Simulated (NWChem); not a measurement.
Species: CH3Mg cation; SMILES [CH3][Mg+]

Program: NWChem. Pople sets run with spherical d functions. All runs use the structure optimised with B3LYP/6-31G* (spherical d). Core excitations by TDA in a window of 1s orbitals, non-relativistic and unshifted: absolute energies depend strongly on the exact-exchange share.

Question: Predict the results for C K edge, BHandHLYP/6-311G**. Quantities: first 1s excitation (eV); dipole oscillator strength of the first; first state with f > 0.002 (eV); dipole oscillator strength of that state.

Answer: 
| Quantity | Value |
|---|---|
| first 1s excitation (eV) | 280.4 |
| dipole oscillator strength of the first | 0.0383 |
| first state with f > 0.002 (eV) | 280.4 |
| dipole oscillator strength of that state | 0.0383 |
